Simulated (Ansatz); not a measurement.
`CB(O)C=[Se]` and `BB(C)O` differ in one atom or group.

Ansatz, PBE0-D4/def2-TZVP geometries, multiplicity 1. Each molecule was computed in one conformer, which needn't be the lowest.

Scalar relativity is left out up to krypton. Spin–orbit coupling is left out; it splits and shifts lone-pair levels of the heavy atoms by tenths of an eV.

| property | `CB(O)C=[Se]` |
| --- | --- |
| LUMO energy (PBE0/def2-TZVPP) / eV | -3.38 |
| HOMO energy (ωB97M-V/def2-TZVPP) / eV | -8.85 |
| LUMO energy (PBE/def2-TZVPP) / eV | -4.21 |
| LUMO energy (B3LYP/def2-TZVPP) / eV | -3.55 |
| size of the dipole moment (ωB97M-V/def2-TZVPP) / D | 1.08 |
| HOMO–LUMO gap (PBE/def2-TZVPP) / eV | 1.33 |

Problem. Give the same properties after the change, and the shifts. (Estimate.)

Solution. Ansatz gave: 
```
                                          property  `BB(C)O`  shift
                LUMO energy (PBE0/def2-TZVPP) / eV     -1.89   1.49
             HOMO energy (ωB97M-V/def2-TZVPP) / eV     -9.95  -1.10
                 LUMO energy (PBE/def2-TZVPP) / eV     -2.90   1.31
               LUMO energy (B3LYP/def2-TZVPP) / eV     -2.13   1.42
size of the dipole moment (ωB97M-V/def2-TZVPP) / D      0.99  -0.09
               HOMO–LUMO gap (PBE/def2-TZVPP) / eV      3.41   2.08
```

With PBE0 the HOMO falls by 0.97 eV and the LUMO rises by 1.49 eV, so the gap widens by about 2.46 eV. PBE moves the HOMO by -0.77 eV and ωB97M-V by -1.10 eV. Dipoles are sizes alone; their direction can turn.

B3LYP here is the variant with VWN-RPA as its local correlation; programs differ in this.
